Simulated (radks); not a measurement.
Values are calculated unless marked as measured or tabulated.
These are the eigenvalues of the occupied orbitals of an atom or ion with whole-number occupations (hartree). Code: a radial shooting solver on a logarithmic mesh with Libxc functionals. Model: non-relativistic Kohn-Sham, SCAN, spin-polarised, spherical densities, point nucleus; meta-GGA in the generalised Kohn-Sham scheme.

| orbital | eigenvalue |
|---|---|
| 1s up | -31.61059 |
| 1s down | -31.56542 |
| 2s up | -2.17852 |
| 2p up | -1.26625 |
| 2p down | -1.16511 |

Which element is it, and in what charge state? The configuration may be excited. Open shells, if any, are filled with parallel spins first.

Answer. Z = 10, neon, charge +1: Ne+ in [He] 2s1 2p6. The list shows which subshells hold electrons but not how many an open one holds; the 1s level, -31.611 hartree, gives Z - s = 8.0 by -(Z - s)^2/2, which with screening narrows Z to a few neighbours, and the depths of the outer levels then fix element, charge and occupations together.
